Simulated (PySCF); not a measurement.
PBE single point of singlet HTlS at its PBE0 minimum.

Input, equivalent to the run apart from its starting density:

```python
from pyscf import gto, scf, dft
mol = gto.M(atom='''
Tl    -0.000000    -0.000000     0.289424
S      0.000000     0.000000    -1.917282
H     -0.000000    -0.000000     1.959599''',
    basis={'Tl': 'def2-TZVP', 'S': 'def2-TZVP', 'H': 'def2-TZVP'},
    ecp={'Tl': 'def2-TZVP'},
    charge=0, spin=0)
mf = dft.RKS(mol, xc='PBE')
mf.grids.atom_grid = (75, 302)
aux = {'Tl': 'def2-universal-JKFIT', 'S': 'def2-universal-JKFIT', 'H': 'def2-universal-JKFIT'}
mf = mf.density_fit(auxbasis=aux)
mf.conv_tol = 1e-08
mf.diis_space = 10
mf.max_cycle = 60
mf.verbose = 4
mf.kernel()
```

SCF log (excerpt):

```
init E= -571.180787828121
  HOMO = -0.208039270671814  LUMO = -0.0817040044582282  gap/eV = 3.43776
cycle= 1 E= -571.181922722821  delta_E= -0.00113  |g|= 0.0621  |ddm|= 0.265
  HOMO = -0.23052028601642  LUMO = -0.080402426920093  gap/eV = 4.08492
cycle= 2 E= -571.166301529107  delta_E= 0.0156  |g|= 0.215  |ddm|= 0.297
  HOMO = -0.2144700731863  LUMO = -0.0816097821670464  gap/eV = 3.61531
cycle= 3 E= -571.183443745084  delta_E= -0.0171  |g|= 0.013  |ddm|= 0.223
  HOMO = -0.213202447345182  LUMO = -0.0812871096944108  gap/eV = 3.58960
cycle= 4 E= -571.183492937087  delta_E= -4.92e-05  |g|= 0.00308  |ddm|= 0.0163
  HOMO = -0.213213163403584  LUMO = -0.0815249724728279  gap/eV = 3.58342
cycle= 5 E= -571.183495462644  delta_E= -2.53e-06  |g|= 0.00135  |ddm|= 0.00617
  HOMO = -0.213224653200089  LUMO = -0.0815038531933588  gap/eV = 3.58431
cycle= 6 E= -571.183496084524  delta_E= -6.22e-07  |g|= 0.000342  |ddm|= 0.00144
  HOMO = -0.21323364780373  LUMO = -0.0814926822091182  gap/eV = 3.58485
cycle= 7 E= -571.183496116551  delta_E= -3.2e-08  |g|= 6.19e-05  |ddm|= 0.000317
  HOMO = -0.213237490912268  LUMO = -0.08149135903044  gap/eV = 3.58499
cycle= 8 E= -571.183496118181  delta_E= -1.63e-09  |g|= 1.01e-05  |ddm|= 9.17e-05
  HOMO = -0.213235523322457  LUMO = -0.0814912839959555  gap/eV = 3.58494
Extra cycle  E= -571.183496117979  delta_E= 2.02e-10  |g|= 2.53e-05  |ddm|= 4.55e-05
converged SCF energy = -571.183496117979
```

No spin–orbit coupling is included, which matters more the heavier the element.

This run, together with those of the ionised and electron-attached species (not shown), took 10 s on 2 threads of a shared Intel Xeon Platinum 8375C @ 2.90GHz (Ice Lake) host, with 93 basis functions; the process peaked at 0.86 GiB. Launch command: `OMP_NUM_THREADS=2 python axn.py task.json out`.
